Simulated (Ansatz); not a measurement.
PBE exchange is replaced step by step with exact exchange (0 % is PBE, 25 % PBE0; no dispersion term), basis def2-TZVP, Ansatz. System: the cluster B4H⁺ (the lowest singlet isomer of a short search). Total charge 1; singlet. Geometry: r2SCAN-D4/def2-TZVP.

Geometry of the singlet:

Cartesian coordinates in Å:
```
B 0.1112 1.5806 -0.7476
B -0.7915 0.6919 0.1426
B -0.0507 -0.7167 0.3392
B 0.8563 0.2338 -0.5806
H -0.1253 -1.7896 0.8463
```

The restricted singlet is unstable towards broken spin symmetry at other levels; at PBE with 5 % exact exchange/def2-TZVP, PBE with 10 % exact exchange/def2-TZVP, PBE with 15 % exact exchange/def2-TZVP, PBE with 35 % exact exchange/def2-TZVP and others this wasn't settled. The geometry of the singlet was relaxed on an unsound state (restricted singlet, unstable towards broken spin symmetry). At PBE0-D4/def2-TZVP a triplet of charge 1 lies 0.10 eV below the restricted singlet, each at its own geometry. The structure comes from a short search, and lower isomers may exist.

```
exact exchange (%)  HOMO (eV)  LUMO (eV)  gap (eV)
                 0     -13.20     -12.19      1.01
                 5     -13.43     -12.01      1.43
                15     -13.90     -11.63      2.27
                25     -14.37     -11.24      3.13
                35     -14.84     -10.84      4.00
                50     -15.52     -10.24      5.28
```

Estimate the row for 10 %.


| exact exchange (%) | HOMO (eV) | LUMO (eV) | gap (eV) |
| --- | --- | --- | --- |
| 10 | -13.67 | -11.82 | 1.85 |
